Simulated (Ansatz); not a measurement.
Ansatz (an electronic-structure program) input (B3LYP-D3(BJ)/def2-TZVP):

Ansatz 0.2 input:
```yaml
crystal:
  periodic: [false, false, false]
  atoms:
    - {symbol: Cd, position_ang: [-0.00000000, -0.00000000, -1.44592233]}
    - {symbol: I, position_ang: [0.00000000, 0.00000000, 1.30951456]}
basis:
  gaussian:
    orbitals: def2-TZVP
hamiltonian:
  xc: b3lyp
  dispersion: d3bj
magnetization: {spin_polarized: true, initial_magnetization: 1}
phonons: {temperatures: {t_min: 298.15, t_max: 298.15, t_step: 100}}
```

Output:

```
Functional definition: B3LYP
integrals: 0.03 GiB planned
809 factors; their error is unknown
mean field: 0.36 GiB planned
mean field evaluation 1: about -12669.9643 eV, gradient 1.2e1 eV
mean field evaluation 2: about -12667.5049 eV, gradient 2.4e1 eV
mean field evaluation 4: about -12671.0363 eV, gradient 9.8e-1 eV
mean field evaluation 8: about -12671.3288 eV, gradient 1.4e-1 eV
mean field evaluation 16: about -12671.3288 eV, gradient 1.5e-5 eV
mean field -12671.32882336 eV, -465.6627453233 hartree, gradient 1.4e-5 eV, S^2 0.753486; 0 other end points of the search recorded, 0 dependent functions left out
the calculation of the forces begins
reference -12671.32900509 eV, -465.6627520019 hartree; 23, 22 occupied and 67, 68 virtual orbitals, 809 factors
these checks for a lower state are left out or cut short: stability, starts, cluster_reference, orbital_swaps, neighbouring_geometries, increment
integrals: 0.03 GiB planned
809 factors; their error is unknown
mean field: 0.36 GiB planned
mean field -12671.32882335 eV, -465.6627453231 hartree, gradient 1.3e-6 eV, S^2 0.753486; 0 other end points of the search recorded, 0 dependent functions left out
the calculation of the forces begins
reference -12671.32900509 eV, -465.6627520017 hartree; 23, 22 occupied and 67, 68 virtual orbitals, 809 factors
these checks for a lower state are left out or cut short: stability, starts, cluster_reference, orbital_swaps, neighbouring_geometries, increment
integrals: 0.03 GiB planned
809 factors; their error is unknown
mean field: 0.36 GiB planned
mean field evaluation 32: about -12671.3288 eV, gradient 1.3e-6 eV
mean field -12671.32882335 eV, -465.6627453231 hartree, gradient 1.3e-6 eV, S^2 0.753486; 0 other end points of the search recorded, 0 dependent functions left out
the calculation of the forces begins
reference -12671.32900509 eV, -465.6627520017 hartree; 23, 22 occupied and 67, 68 virtual orbitals, 809 factors
these checks for a lower state are left out or cut short: stability, starts, cluster_reference, orbital_swaps, neighbouring_geometries, increment
integrals: 0.03 GiB planned
809 factors; their error is unknown
mean field: 0.36 GiB planned
mean field -12671.32882335 eV, -465.6627453231 hartree, gradient 1.3e-6 eV, S^2 0.753486; 0 other end points of the search recorded, 0 dependent functions left out
the calculation of the forces begins
reference -12671.32900509 eV, -465.6627520017 hartree; 23, 22 occupied and 67, 68 virtual orbitals, 809 factors
these checks for a lower state are left out or cut short: stability, starts, cluster_reference, orbital_swaps, neighbouring_geometries, increment
integrals: 0.03 GiB planned
809 factors; their error is unknown
mean field: 0.36 GiB planned
mean field -12671.32882335 eV, -465.6627453231 hartree, gradient 1.3e-6 eV, S^2 0.753486; 0 other end points of the search recorded, 0 dependent functions left out
the calculation of the forces begins
reference -12671.32900509 eV, -465.6627520017 hartree; 23, 22 occupied and 67, 68 virtual orbitals, 809 factors
these checks for a lower state are left out or cut short: stability, starts, cluster_reference, orbital_swaps, neighbouring_geometries, increment
integrals: 0.03 GiB planned
809 factors; their error is unknown
mean field: 0.36 GiB planned
mean field -12671.32882128 eV, -465.6627452469 hartree, gradient 1.2e-6 eV, S^2 0.753471; 0 other end points of the search recorded, 0 dependent functions left out
the calculation of the forces begins
reference -12671.32900297 eV, -465.6627519239 hartree; 23, 22 occupied and 67, 68 virtual orbitals, 809 factors
these checks for a lower state are left out or cut short: stability, starts, cluster_reference, orbital_swaps, neighbouring_geometries, increment
integrals: 0.03 GiB planned
809 factors; their error is unknown
mean field: 0.36 GiB planned
mean field evaluation 64: about -12671.3288 eV, gradient 1.3e-6 eV
mean field -12671.32879369 eV, -465.6627442330 hartree, gradient 1.3e-6 eV, S^2 0.753501; 0 other end points of the search recorded, 0 dependent functions left out
the calculation of the forces begins
reference -12671.32897546 eV, -465.6627509131 hartree; 23, 22 occupied and 67, 68 virtual orbitals, 809 factors
these checks for a lower state are left out or cut short: stability, starts, cluster_reference, orbital_swaps, neighbouring_geometries, increment
integrals: 0.03 GiB planned
809 factors; their error is unknown
mean field: 0.36 GiB planned
mean field -12671.32882335 eV, -465.6627453231 hartree, gradient 1.3e-6 eV, S^2 0.753486; 0 other end points of the search recorded, 0 dependent functions left out
the calculation of the forces begins
reference -12671.32900509 eV, -465.6627520017 hartree; 23, 22 occupied and 67, 68 virtual orbitals, 809 factors
these checks for a lower state are left out or cut short: stability, starts, cluster_reference, orbital_swaps, neighbouring_geometries, increment
integrals: 0.03 GiB planned
809 factors; their error is unknown
mean field: 0.36 GiB planned
mean field -12671.32882335 eV, -465.6627453231 hartree, gradient 1.3e-6 eV, S^2 0.753486; 0 other end points of the search recorded, 0 dependent functions left out
the calculation of the forces begins
reference -12671.32900509 eV, -465.6627520017 hartree; 23, 22 occupied and 67, 68 virtual orbitals, 809 factors
these checks for a lower state are left out or cut short: stability, starts, cluster_reference, orbital_swaps, neighbouring_geometries, increment
integrals: 0.03 GiB planned
809 factors; their error is unknown
mean field: 0.36 GiB planned
mean field -12671.32882335 eV, -465.6627453231 hartree, gradient 1.3e-6 eV, S^2 0.753486; 0 other end points of the search recorded, 0 dependent functions left out
the calculation of the forces begins
reference -12671.32900509 eV, -465.6627520017 hartree; 23, 22 occupied and 67, 68 virtual orbitals, 809 factors
these checks for a lower state are left out or cut short: stability, starts, cluster_reference, orbital_swaps, neighbouring_geometries, increment
integrals: 0.03 GiB planned
809 factors; their error is unknown
mean field: 0.36 GiB planned
mean field evaluation 96: about -12671.3288 eV, gradient 1.3e-6 eV
mean field -12671.32882335 eV, -465.6627453231 hartree, gradient 1.3e-6 eV, S^2 0.753486; 0 other end points of the search recorded, 0 dependent functions left out
the calculation of the forces begins
reference -12671.32900509 eV, -465.6627520017 hartree; 23, 22 occupied and 67, 68 virtual orbitals, 809 factors
these checks for a lower state are left out or cut short: stability, starts, cluster_reference, orbital_swaps, neighbouring_geometries, increment
integrals: 0.03 GiB planned
809 factors; their error is unknown
mean field: 0.36 GiB planned
mean field -12671.32879369 eV, -465.6627442330 hartree, gradient 1.3e-6 eV, S^2 0.753501; 0 other end points of the search recorded, 0 dependent functions left out
the calculation of the forces begins
reference -12671.32897546 eV, -465.6627509131 hartree; 23, 22 occupied and 67, 68 virtual orbitals, 809 factors
these checks for a lower state are left out or cut short: stability, starts, cluster_reference, orbital_swaps, neighbouring_geometries, increment
integrals: 0.03 GiB planned
809 factors; their error is unknown
mean field: 0.36 GiB planned
mean field -12671.32882128 eV, -465.6627452469 hartree, gradient 1.2e-6 eV, S^2 0.753471; 0 other end points of the search recorded, 0 dependent functions left out
the calculation of the forces begins
reference -12671.32900297 eV, -465.6627519239 hartree; 23, 22 occupied and 67, 68 virtual orbitals, 809 factors
Total energy: -12671.43750370 eV, -465.6667392523 hartree
Atom 0 at    -0.000000    -0.000000    -1.445922 Å, force    -0.000000     0.000000    -0.002769 eV/Å
Atom 1 at     0.000000     0.000000     1.309515 Å, force     0.000000    -0.000000     0.002769 eV/Å
Dipole moment:    -0.000000    -0.000000    -0.635509 e Å
Vibrations: 152.65 cm⁻¹, zero-point energy 0.009463 eV
```

The spin state was set by rule; other spins were not relaxed.
